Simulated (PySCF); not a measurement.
## Static response to an electric field

Compound: As2H4.
Geometry (PBE0-D3(BJ)/def2-SVP, Å), atoms numbered from 1 in this order:
```xyz
6
As2H4 angstrom
As    -0.0859   -0.8020   -0.9265
As     0.0862    0.8041    0.9247
H     -1.2484   -1.5304   -0.2548
H     -1.0538    0.1030   -1.6871
H      1.0493   -0.1039    1.6876
H      1.2526    1.5291    0.2562
```

Level: CAM-B3LYP/def2-SVPD (PySCF), static field, nuclei fixed, core orbitals frozen in the response. The polarisability tensor in these axes (au):

```
x   59.95  3.95  4.72
y    3.95 71.50 15.52
z    4.72 15.52 76.65
```

Q: Give the principal values, the mean and the anisotropy Δα = √{½[(α1 − α2)² + (α2 − α3)² + (α1 − α3)²]}.

A: Principal values 58.34, 58.73 and 91.03 au; mean 69.37 au = 10.28 Å³ = 11.44 × 10⁻⁴⁰ C²·m²/J; Δα = 32.49 au (47 % of the mean).

Q: What is the dipole moment?

A: 0.00 D; point group C2h allows none.

Q: Estimate the molar refractivity from the static electronic polarisability.

A: Lorentz–Lorenz: R = (4π/3)N_A α = 2.5225 cm³/(mol·Å³) × 10.28 Å³ = 25.9 cm³/mol, in the limit of long wavelengths.

Q: Refractivity n − 1 of an ideal gas of it at 400 K and 1 atm, from the electronic α?

A: N = p/kT = 1.8347 × 10¹⁹ cm⁻³, so n − 1 = 2π × N × 10.28 × 10⁻²⁴ cm³ = 1185 × 10⁻⁶ at long wavelengths, for an ideal gas.

Q: Give the eigenvalues of the traceless quadrupole moment Θ = ½Σq(3rr − r²1), origin at the centre of nuclear charge.

A: -4.28, 1.66, 2.62 D·Å. With no charge and no dipole, the values don't depend on the origin. The electronic extent ⟨r²⟩ about the same centre is 500 bohr², a root-mean-square distance of 1.41 Å for the 70 electrons.

Q: Sum over states: ᾱ = Σ f/ω², ω in Eh. What share falls to these 10 lowest TDDFT singlets (eV, f)? 5.45, 0.2744; 5.74, 0.0000; 6.14, 0.0000; 6.36, 0.0284; 7.13, 0.1161; 7.15, 0.0000; 7.65, 0.5802; 7.73, 0.0000; 7.79, 0.0240; 7.94, 0.0000.

A: They add up to 16.68 au, 24.1 % of the 69.37 au; the largest single term is 7.33 au, from the state at 7.65 eV. Terms in order: 6.84, 0.00, 0.00, 0.52, 1.69, 0.00, 7.33, 0.00, 0.29, 0.00 au. Higher excitations give the rest. The strengths listed sum to 1.023.

The structure is a single PBE0-D3(BJ)/def2-SVP conformer in the gas phase; no vibrational or solvent corrections. The calculation is non-relativistic, for arsenic too.
